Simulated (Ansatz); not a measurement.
The first iterations of a band of FGeH3INO (8 atoms, charge 0, multiplicity 1).

The calculation used Ansatz 0.2.0, RKS B3LYP/def2-SVP.

- movable images: 7
- climbing image: yes
- spring: 5.0 eV/Å²
- optimiser: quadratic models (default)
- start path: IDPP
- force threshold: 0.05 eV/Å
- iteration limit: 35
- end points: relaxed

Initial state:

```xyz
8
Properties=species:S:1:pos:R:3
N -1.032 0.790 0.706
Ge 0.045 -0.256 -0.298
O 0.997 -1.223 0.824
F -1.001 -1.273 -1.243
I 1.585 0.832 -2.010
H -0.548 1.383 1.377
H -1.713 1.336 0.182
H 1.760 -1.644 0.405
```

Final state:

```xyz
8
Properties=species:S:1:pos:R:3
N -0.870 0.580 0.820
Ge 0.203 -0.142 -0.460
O 1.377 -1.248 0.252
F -0.909 -1.034 -1.460
I 1.534 1.391 -1.952
H -0.436 1.309 1.385
H -1.761 0.919 0.460
H 0.953 -1.833 0.899
```

| iteration | highest image above the first end (eV) | largest band force component (eV/Å) |
| --- | --- | --- |
| 1 | 0.280 | 1.093 |
| 2 | 0.212 | 0.673 |
| 3 | 0.179 | 0.650 |
| 4 | 0.107 | 0.443 |

Problem. Does the band converge within its limit, and where does its top end?

Solution. It converged. It ended after 12 iterations with the highest image 0.046 eV above the first end. A vibrational analysis at the climbing image gives one clearly imaginary mode, 134i cm⁻¹: a first-order saddle point.

Time of the run: 5.8 min on 2 threads of Intel(R) Xeon(R) Platinum 8488C (Sapphire Rapids), with other jobs on the host, peak memory 0.36 GiB.
